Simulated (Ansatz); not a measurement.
Several settings on one geometry of Cu₂O₂⁺ (the lowest doublet isomer of a short search) (that of the charge 1 doublet, PBE-D4/def2-SVP). Ansatz on 4 threads of Intel Xeon Platinum 8488C on a shared host; times are rough.

```xyz
4

Cu    0.7470    0.7692    0.6198
Cu   -0.7468   -0.7694   -0.6199
O     0.1375    0.7508   -1.0975
O    -0.1377   -0.7506    1.0975
```

Totals from different functionals, basis sets or treatments of relativity can't be compared as stabilities.

The 6-31G sets use Cartesian d functions. Correlated methods freeze 12 core orbitals.

Scalar relativity in a set contracted without it gives distorted totals.

At PBE0-D4/def2-TZVP a quartet lies 0.12 eV below the doublet of charge 1, at its own geometry.

The spins typed aren't always the lowest for that charge.

Question: Give the basis size and estimate the energy, ⟨S²⟩ and time of these runs.

```
run                   method  charge    state                                                                                                                                               further keys
  1  UKS ωB97M-V/aug-cc-pVDZ       1  doublet  nuclear_model: gaussian; point_charges: [{charge: 2.00, position_ang: [4.643, 0.852, -0.382]}]; scf: {omitted_lower_state_checks: [starts]}; forces asked
  2      UKS ωB97X/def2-TZVP       1  doublet                                                          fitting: {mean_field: def2-universal-jkfit}; pseudopotentials: {relativity: scalar}; forces asked
  3     RKS B2GP-PLYP/6-31G*       2  singlet                                                                                                  scf: {omitted_lower_state_checks: [starts]}; forces asked
```

Answer: 
| run | functions | energy (Eh) | ⟨S²⟩ | wall time |
| --- | --- | --- | --- | --- |
| 1 | 164 | -3430.7539 | 1.55 | 25 s |
| 2 | 152 | -3454.2354 | 1.56 | 1.8 min |
| 3 | 102 | -3428.9180 | – | 8 s |

At UKS ωB97M-V/aug-cc-pVDZ, UKS ωB97X/def2-TZVP the charge 1 doublet is spin-contaminated (final ⟨S²⟩ up to 1.56, 0.75 for a pure state). At RKS B2GP-PLYP/6-31G* the restricted singlet is unstable: a solution with broken spin symmetry lies lower. This restricted singlet of an open-shell metal wasn't tested against broken symmetry.
